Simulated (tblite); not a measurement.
Isomers of C3H12FNSi3. All values are computed: GFN2-xTB (tblite) harmonic vibrations without scaling, gas phase. Against measured fundamentals such values can be off by several per cent, at times by over 20. Modes of hydrogen on silicon can be 10 to 20 % off. One conformer each.

Electronic energies: GFN2-xTB at the same geometries; isomer energies are rough at this level and their order can be wrong.

```tsv
SMILES	electronic energy, lowest = 0 (kcal/mol)
C[SiH2][SiH2]/C(=C/F)[SiH2]N	44.6
F/C=C(\[SiH3])C[SiH2]N[SiH3]	9.7
C=NC[Si]([SiH3])([SiH3])CF	67.7
F[SiH2]N(C[SiH3])[C@@H]1C[SiH2]1	0.0
```

Q: How do GFN2-xTB zero-point energies change the relative energies?

A: 
```csv
SMILES,ZPE (kcal/mol),of it from modes above 1550 cm⁻¹,electronic (kcal/mol),"with ZPE, lowest = 0 (kcal/mol)",lowest mode (cm⁻¹),rings
F[SiH2]N(C[SiH3])[C@@H]1C[SiH2]1,85.2,44.2,0.0,0.0,35,1
F/C=C(\[SiH3])C[SiH2]N[SiH3],82.2,45.9,9.7,6.7,23,0
C[SiH2][SiH2]/C(=C/F)[SiH2]N,84.9,48.4,44.6,44.2,31,0
C=NC[Si]([SiH3])([SiH3])CF,83.9,46.8,67.7,66.4,25,0
```

The zero-point energies span 3.0 kcal/mol, from `F/C=C(\[SiH3])C[SiH2]N[SiH3]` to `F[SiH2]N(C[SiH3])[C@@H]1C[SiH2]1`. The order is unchanged.

Q: What do entropy and thermal enthalpy add at 298.15 K and 1 bar (rigid rotor, harmonic oscillator, one conformer each)?

A: 
| SMILES | point group | symmetry number | S (cal/(mol K)) | H − H(0) (kcal/mol) | ZPE + H − H(0) − TS (kcal/mol) |
| --- | --- | --- | --- | --- | --- |
| F[SiH2]N(C[SiH3])[C@@H]1C[SiH2]1 | C1 | 1 | 111.4 | 8.45 | 60.5 |
| C[SiH2][SiH2]/C(=C/F)[SiH2]N | C1 | 1 | 119.0 | 9.41 | 58.8 |
| C=NC[Si]([SiH3])([SiH3])CF | C1 | 1 | 127.3 | 9.91 | 55.8 |

Not tabulated: `F/C=C(\[SiH3])C[SiH2]N[SiH3]` (lowest mode only 23 cm⁻¹).
